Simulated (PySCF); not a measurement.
# Energy of Kr (krypton, neutral) between two integer charges

The 4p beta orbital of [Kr] is emptied in steps (occupation f), with all orbitals relaxed, ending at [Ar] 3d10 4s2 4p5. All numbers are calculated (PySCF 2.14, scalar relativity by spin-free X2C-1e, in x2c-TZVPall). The exact energy is a straight line in f; departures are measured from the line between the end points of the same method.

```
  f  UHF (eV)  LDA (eV)  PBE (eV)  PBE0 (eV)  r2SCAN (eV)  LC-wPBE (eV)  BHandHLYP (eV)  wB97X (eV)  MN15 (eV)  B3LYP (eV)
  1     0.000     0.000     0.000      0.000        0.000         0.000           0.000       0.000      0.000       0.000
0.9     0.103    -0.449    -0.435     -0.303       -0.407        -0.047          -0.178      -0.078     -0.226      -0.337
0.7     0.234    -1.052    -1.017     -0.708       -0.941        -0.108          -0.418      -0.187     -0.523      -0.788
0.5     0.272    -1.256    -1.211     -0.842       -1.108        -0.127          -0.501      -0.230     -0.618      -0.941
0.3     0.223    -1.058    -1.017     -0.705       -0.920        -0.105          -0.424      -0.202     -0.515      -0.792
0.1     0.093    -0.455    -0.435     -0.301       -0.391        -0.044          -0.183      -0.093     -0.218      -0.340
  0     0.000     0.000     0.000      0.000        0.000         0.000           0.000       0.000      0.000       0.000
```

Question: For MN15, how does the orbital energy at f = 1 compare with the removal energy?

Answer: −ε = 11.440 eV against a total-energy difference of 13.952 eV. By Janak's theorem ε = ∂E/∂f, so the gap between them reflects the curvature. Along the path −ε is 11.953 (f = 0.9), 12.972 (f = 0.7), 13.976 (f = 0.5), 14.960 (f = 0.3), 15.905 (f = 0.1) eV.

| method | E(f=0) − E(f=1) (eV) | −ε at f=1 (eV) | −ε at f=0.5 (eV) |
| --- | --- | --- | --- |
| UHF | 13.057 | 14.217 | 13.024 |
| LDA | 14.338 | 9.362 | 14.318 |
| PBE | 14.031 | 9.202 | 14.031 |
| PBE0 | 14.080 | 10.710 | 14.087 |
| r2SCAN | 14.163 | 9.630 | 14.229 |
| LC-wPBE | 14.093 | 13.575 | 14.102 |
| BHandHLYP | 14.016 | 12.045 | 13.999 |
| wB97X | 14.024 | 13.164 | 13.980 |
| MN15 | 13.952 | 11.440 | 13.976 |
| B3LYP | 14.145 | 10.406 | 14.134 |

Reference removal energy between the ground levels: 14.000 eV (measured; NIST Atomic Spectra Database, ionization energies). The calculation has no spin-orbit coupling. UHF lacks correlation.
